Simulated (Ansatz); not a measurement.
Coupled-cluster run, F₂H₂NSV, SMILES `[NH2][V]([F])([F])=[S]`.

```yaml
crystal:
  periodic: [false, false, false]
  atoms:
    - {symbol: N, position_ang: [-0.554045, 0.850399, 0.401226]}
    - {symbol: V, position_ang: [0.328252, -0.571297, -0.248416]}
    - {symbol: F, position_ang: [0.628837, -1.698850, 1.025189]}
    - {symbol: F, position_ang: [-0.629287, -1.343522, -1.461092]}
    - {symbol: S, position_ang: [2.016949, 0.167839, -0.997303]}
    - {symbol: H, position_ang: [-0.271819, 1.817593, 0.396556]}
    - {symbol: H, position_ang: [-1.457787, 0.709637, 0.838340]}
basis:
  gaussian: {orbitals: def2-SVP}
correlation: {method: ccsd_t}
```

```sh
$ ansatz run in.yaml --threads 4 --pin off --events-out ev --progress --plain --max-ram 10444MiB
```

The program prints (abridged):

```
Functional definition: HF
1008 factors; integrals over basis functions are off by at most 1.3e-3 eV
mean field evaluation 1: about -43371.5295 eV, gradient 7.7e1 eV
mean field evaluation 2: about -43371.6571 eV, gradient 7.7e1 eV
mean field evaluation 4: about -43384.6739 eV, gradient 3.5e1 eV
mean field evaluation 8: about -43386.8547 eV, gradient 9.7e-1 eV
mean field evaluation 16: about -43386.9022 eV, gradient 1.8e-4 eV
mean field evaluation 160: about -43382.1254 eV, gradient 4.7e-3 eV
mean field -43386.90218119 eV, -1594.4392464604 hartree, gradient 5.6e-6 eV, S^2 0.000000; 4 other end points of the search recorded, 0 dependent functions left out; unrestricted orbitals would lower it
unrestricted determinant -43388.44417752 eV, -1594.4959137802 hartree, S^2 0.9351
13 core orbitals not correlated: weight in the atoms' cores, before any rotation towards them, 1.000 or more for the frozen orbitals, at most 0.000 for the correlated occupied ones
reference -43386.90218119 eV, -1594.4392464604 hartree; 20, 20 occupied and 68, 68 virtual orbitals, 1008 factors
second order -32.48370971 eV of doubles, -0.00000000 eV of singles
cycle   1  -25.99732720 eV  change     6.5e0 eV  update   5.5e-1
cycle   2  -29.74940969 eV  change    -3.8e0 eV  update   7.3e-1
cycle   3  -30.19345602 eV  change   -4.4e-1 eV  update   9.1e-2
cycle   4  -30.23022512 eV  change   -3.7e-2 eV  update   5.7e-2
cycle   5  -30.20092724 eV  change    2.9e-2 eV  update   2.7e-2
cycle   6  -30.23987007 eV  change   -3.9e-2 eV  update   1.1e-2
cycle   7  -30.22657684 eV  change    1.3e-2 eV  update   7.1e-3
cycle   8  -30.21555539 eV  change    1.1e-2 eV  update   4.0e-3
cycle   9  -30.21792524 eV  change   -2.4e-3 eV  update   1.2e-3
cycle  10  -30.21925136 eV  change   -1.3e-3 eV  update   6.8e-4
cycle  11  -30.21933210 eV  change   -8.1e-5 eV  update   3.6e-4
cycle  12  -30.21912836 eV  change    2.0e-4 eV  update   2.3e-4
cycle  13  -30.21913801 eV  change   -9.6e-6 eV  update   1.3e-4
cycle  14  -30.21916650 eV  change   -2.8e-5 eV  update   6.7e-5
cycle  15  -30.21912768 eV  change    3.9e-5 eV  update   4.3e-5
perturbative correction -2.15688584 eV, -0.0792640927 hartree
Total energy: -43419.27819471 eV, -1595.6290430118 hartree
```

Hardware: 4 threads of an Arm Neoverse N1 on a shared host. Wall time 20 s, peak host memory 0.47 GiB.

MP2 recovers 100.3 % of the CCSD(T) correlation energy and the triples give 6.7 %; T1 = 0.0359.
